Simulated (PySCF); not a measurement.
Computed data sheet: meta-chlorobenzaldehyde, `Clc1cc(ccc1)C=O`

Compound: meta-chlorobenzaldehyde, C7H5ClO.
Bonds: O1–C2 (double), C2–C3, C3–C4 (aromatic), C4–C5 (aromatic), C5–C6 (aromatic), C6–C7 (aromatic), C7–Cl8, C7–C9 (aromatic), C3–C9 (aromatic). Hydrogens: H10 on C2; H11 on C4; H12 on C5; H13 on C6; H14 on C9.

Among its groups: aldehyde, benzene ring and C–Cl bond.

From PBE0-D3(BJ)/def2-TZVP geometry optimisation, gas phase (PySCF):

```
Point group                  : Cs
Rotational constants A, B, C : 3.203, 0.820, 0.653 GHz
```

From B97-2/pcSseg-2 ground state and GIAO shieldings, non-relativistic (PySCF):

```
Dipole moment                                               : 2.05 D
HOMO energy                                                 : -7.36 eV
LUMO energy                                                 : -2.22 eV
HOMO–LUMO gap                                               : 5.14 eV
13C chemical shifts (computed TMS as zero) by class         : 196.9 (C2), 148.5 (C7), 144.4 (C3), 141.8 (C9), 141.8 (C6), 136.5 (C5), 131.6 (C4) ppm
1H chemical shifts (computed TMS as zero) by class          : 10.25 (H10), 8.28 (H11), 7.89 (H14), 7.82 (H13), 7.67 (H12) ppm
Isotropic shieldings of nuclei other than C and H, by class : -310 (O1), 703 (Cl8) ppm
```

Monoisotopic mass (most abundant isotopes): 140.0029 u.

With B = h/(8π²I), that is 505.379 GHz u Å² over I, the principal moments of inertia are 157.8, 616.4 and 774.2 u Å² (most abundant isotopes); the inertial defect Ic − Ia − Ib is 0.0 u Å² (zero for a rigid planar frame, negative otherwise). The rotational constants make it an asymmetric top with κ = (2B − A − C)/(A − C) = -0.87, nearer the prolate limit (−1). The dipole equals about 6.8 × 10⁻³⁰ C·m (1 D = 3.33564 × 10⁻³⁰ C·m).

The structure is a single PBE0-D3(BJ)/def2-TZVP conformer in the gas phase; no vibrational or solvent corrections.

For the geometry optimisation (PBE0-D3(BJ)/def2-TZVP), the run took 8.2 min wall, 19 min CPU on 2 threads of an Intel Xeon at 2.70 GHz, shared host with 64 logical CPUs at a one-minute load of 54, and the process peaked at 2.0 GiB of memory.

The values belong to the conformer `[O:1]=[CH:2][c:3]1[cH:4][cH:5][cH:6][c:7]([Cl:8])[cH:9]1`: O1–C2–C3–C4 0°.
